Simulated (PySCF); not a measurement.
## Excitation energy of In by level of theory

In [Kr] 4d10 5s2 5p1 (2P) → In [Kr] 4d10 5s2 5d1 (2D), as a difference of total energies. Calculation: PySCF 2.14, in aug-cc-pVTZ-PP with ECP28MDF; a scalar-relativistic core potential. Correlated levels: valence: 4s2 4p6 4d10 frozen. The calculations carry no spin-orbit coupling.

**Question.** Order these methods by the excitation energy they give, lowest first.
A. CCSD(T) (valence)
B. MP2 (valence)
C. CCSD (valence)
D. UHF

**Answer.** A (3.927 eV), C (3.952 eV), D (3.988 eV), B (4.019 eV).

Errors of the correlated levels include the incompleteness of this basis and the frozen core.

The coupled-cluster amplitudes are large for the upper state (T1 above 0.03 or a double amplitude above 0.15), so a single reference is strained.

For comparison: 3.897 eV (measured; NIST levels, between the centres of gravity of the two terms).
